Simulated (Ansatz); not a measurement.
Several settings on one geometry of Hg₂S₂ (the lowest singlet isomer of a short search) (that of the charge 0 singlet, r2SCAN-D4/def2-SVP). Ansatz on 4 threads of Arm Neoverse V2 on a shared host; times are rough.

Cartesian coordinates in Å:
```
Hg -0.0189 1.2000 0.8014
Hg 0.0189 -1.2000 -0.8014
S 0.7922 1.0713 -1.5854
S -0.7921 -1.0713 1.5854
```

Totals from different functionals, basis sets or treatments of relativity can't be compared as stabilities.

In the def2 sets Hg takes a core potential; there is no spin–orbit coupling.

The spins typed aren't always the lowest for that charge.

Question: Give the basis size and estimate the energy, ⟨S²⟩ and time of these runs.

```csv
run,method,charge,state,further keys
1,RKS CAM-B3LYP-D4/def2-mTZVPP,0,singlet,scf: {lower_state_search: off}
2,RKS B3LYP5/def2-SVP,0,singlet,pseudopotentials: {relativity: none}; scf: {omitted_lower_state_checks: [starts]}; forces asked
3,UKS PBE0/def2-TZVPD,0,triplet,scf: {omitted_lower_state_checks: [starts]}
```

Answer: 
```
run  functions  energy (Eh)  ⟨S²⟩  wall time
  1        126   -1103.2980     –      1.4 s
  2        100   -1102.9471     –      1.6 s
  3        184   -1103.0575  2.02       16 s
```
